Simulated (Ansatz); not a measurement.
Species: C$_{7}$H$_{13}$BS, SMILES `B[C@H]1[C@]2(S)CC[C@@H](C2)C1` (charge 0, multiplicity 1), formula C₇H₁₃BS.

How many basis functions does frozen-core CCSD(T)/cc-pVDZ // PBE0-D3(BJ)/def2-SVP (Ansatz, a quantum-chemistry and plane-wave program) use, how many core orbitals are frozen, and how many electrons are correlated?

195 basis functions and 13 frozen orbitals, which leaves 50 correlated electrons. Core time is of the order of minutes.
